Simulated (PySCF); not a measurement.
## Molecular orbitals of CdCl

PBE0 at R = 2.370 Å; basis Cd cc-pVDZ-PP with ECP28, Cl cc-pV(D+d)Z; scalar-relativistic core potentials; PySCF 2.14. State: ²Σ⁺ (doublet), unpaired electrons σ ↑. Only the outer orbitals are listed, counted within each symmetry, core potentials removing the inner ones.

```
spin  orbital  occ.  ε (eV)  on Cd (%)            main shells (%)
   α       8σ     1   -9.96         33           65 Cl p, 29 Cd s
   α       4π     1   -8.27          4                    96 Cl p
   α       4π     1   -8.27          4                    96 Cl p
   α       9σ     1   -6.60         80  62 Cd s, 20 Cl p, 18 Cd p
   α       5π     0   -1.19         97                    97 Cd p
   α       5π     0   -1.19         97                    97 Cd p
   α      10σ     0    0.58        100                    90 Cd p
   β       8σ     1   -9.36         32           66 Cl p, 26 Cd s
   β       4π     1   -8.18          4                    96 Cl p
   β       4π     1   -8.18          4                    96 Cl p
   β       9σ     0   -3.94         82  70 Cd s, 18 Cl p, 11 Cd p
   β       5π     0   -0.54         97                    98 Cd p
   β       5π     0   -0.54         97                    98 Cd p
```

Problem. Which are the highest filled and the lowest empty level, where do they sit, and how wide is the gap?

Solution. Highest filled α 9σ at -6.60 eV (in %: 62 Cd s, 20 Cl p, 18 Cd p); lowest empty β 9σ at -3.94 eV (in %: 70 Cd s, 18 Cl p, 11 Cd p); the gap at PBE0 is 2.66 eV.

```json
{
  "bond order (Mayer)": "0.96",
  "⟨S²⟩": "0.753",
  "charge on Cd (Mulliken, basis-dependent)": "0.39",
  "charge on Cd (Löwdin, basis-dependent)": "0.24",
  "dipole moment (positive dipole means Cd(−)Cl(+))": "-3.42 D",
  "polarisability along the bond": "62.6 bohr³",
  "polarisability across the bond": "41.9 bohr³"
}
```

Spin–orbit coupling is left out. The state is the lowest determinant that a PBE0 search found; another state may lie lower at other levels.
